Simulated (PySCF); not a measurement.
Computed IR spectrum (relative IR intensity) of a molecule CH₅ClFNOSi. Coordinates come from a PBE-D3(BJ)/def2-SVP optimisation. Other conformers were not sampled. These are PBE-D3(BJ)/def2-SVP (PySCF) values and carry that method's errors. Frequencies are harmonic and unscaled.

Lines under 2 % of the strongest are left out, and lines within 2 cm⁻¹ are merged.

ν (cm⁻¹): 156 (vw), 300 (m), 313 (m), 377 (w), 384 (vs), 521 (m), 727 (m), 830 (vs), 879 (s), 937 (vs), 1121 (vs), 1172 (s), 1428 (w), 1478 (m), 2935 (m), 3013 (m), 3055 (w), 3500 (m), 3601 (m) (against the strongest line: vs over 80 %, s over 45 %, m over 15 %, w over 4 %, vw less)

Identify the compound among the candidates.
A. CO[Si](N)(F)Cl
B. N[Si@](O)(Cl)CF
C. CN[Si@@](O)(F)Cl
D. NC[Si@@](O)(F)Cl

A, CO[Si](N)(F)Cl
